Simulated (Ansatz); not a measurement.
Cu4S3. Charge 0, multiplicity 1. Geometry r2SCAN-D4/def2-SVP; atoms count from 1.

| atom | x (Å) | y (Å) | z (Å) |
| --- | --- | --- | --- |
| Cu1 | 1.058 | 0.408 | 0.988 |
| Cu2 | 0.336 | -1.922 | 0.700 |
| Cu3 | 0.396 | -0.333 | -1.259 |
| Cu4 | -1.297 | -0.001 | 0.425 |
| S5 | -1.192 | -1.861 | -0.826 |
| S6 | -0.504 | 2.023 | 0.833 |
| S7 | 1.202 | 1.686 | -0.861 |

The restricted singlet is unstable towards broken spin symmetry in Hartree–Fock (as tested in another run); at PBE0-D4/def2-TZVP this wasn't settled. Another isomer (singlet) lies 0.03 eV lower at PBE0-D4/def2-TZVP; other spin states weren't run for this one.

Question: Estimate the Mulliken populations from the PBE0/def2-TZVP orbitals of Ansatz.

Answer: 
```json
{"atom": "Cu1", "charge (e)": "0.20", "d electrons": "9.84"}
{"atom": "Cu2", "charge (e)": "0.25", "d electrons": "9.83"}
{"atom": "Cu3", "charge (e)": "0.18", "d electrons": "9.78"}
{"atom": "Cu4", "charge (e)": "0.18", "d electrons": "9.78"}
{"atom": "S5", "charge (e)": "-0.38", "d electrons": "–"}
{"atom": "S6", "charge (e)": "-0.22", "d electrons": "–"}
{"atom": "S7", "charge (e)": "-0.22", "d electrons": "–"}
```
Mulliken values depend strongly on the basis.

Question: And the Mayer bond orders between heavy atoms (over 0.3)?

Answer: Cu1–S6 0.62 (2.25 Å); Cu1–S7 0.63 (2.25 Å); Cu2–S5 0.91 (2.16 Å); Cu3–S5 0.71 (2.25 Å); Cu3–S7 0.74 (2.21 Å); Cu4–S5 0.71 (2.24 Å); Cu4–S6 0.74 (2.21 Å); S6–S7 0.86 (2.43 Å).
